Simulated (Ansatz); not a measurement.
The first iterations of a band of ClH3O2Sn + H4Si (12 atoms, charge 0, multiplicity 1).

All numbers below come from Ansatz 0.2.0, RKS BHLYP-D4/def2-SVP.

```json
{
 "movable images": "7",
 "climbing image": "yes",
 "spring": "5.0 eV/Å²",
 "optimiser": "quadratic models (default)",
 "start path": "through a guess of the saddle point",
 "force threshold": "0.5 eV/Å",
 "iteration limit": "60",
 "end points": "relaxed"
}
```

First end point:

```xyz
12
Properties=species:S:1:pos:R:3
Sn -0.496 -0.313 0.070
Cl -0.374 -0.664 2.381
O 1.244 0.320 -0.567
H 1.903 -0.363 -0.687
H -1.690 0.794 -0.357
O -0.753 -2.092 -0.701
H -0.817 -2.798 -0.059
Si 1.881 2.628 1.258
H 2.508 1.418 1.826
H 2.493 2.997 -0.034
H 2.067 3.750 2.211
H 0.421 2.427 1.099
```

Last end point:

```xyz
12
Properties=species:S:1:pos:R:3
Sn 0.371 0.641 -0.322
Cl -0.620 0.511 3.190
O 1.534 0.016 -1.790
H 1.128 -0.541 -2.450
H -1.149 1.041 -0.995
O 0.023 -1.003 0.795
H -0.490 -1.713 0.414
Si 1.789 2.178 1.155
H 2.496 1.336 2.137
H 2.756 2.850 0.259
H 0.919 3.179 1.800
H -0.369 -0.393 2.248
```

| iteration | highest image above the first end (eV) | largest band force component (eV/Å) |
| --- | --- | --- |
| 1 | 8.755 | 28.271 |
| 2 | 3.666 | 14.644 |
| 3 | 2.893 | 6.397 |
| 4 | 2.612 | 1.817 |
| 5 | 2.427 | 0.607 |

Q: Does the band converge within its limit, and where does its top end?

A: The run converged. It ended after 15 iterations with the highest image 2.458 eV above the first end. The threshold of 0.5 eV/Å is loose, so the images may lie well off the minimum-energy path. Neighbouring images differ by up to 1.6 eV, so the band resolves the path poorly. The order of the point at the top wasn't checked. The orbitals stay closed-shell, which can raise the energy where a bond breaks towards radicals; this wasn't checked here.

The run took 4.6 min on 4 threads of Arm Neoverse V2 (shared host), peak memory 0.35 GiB.
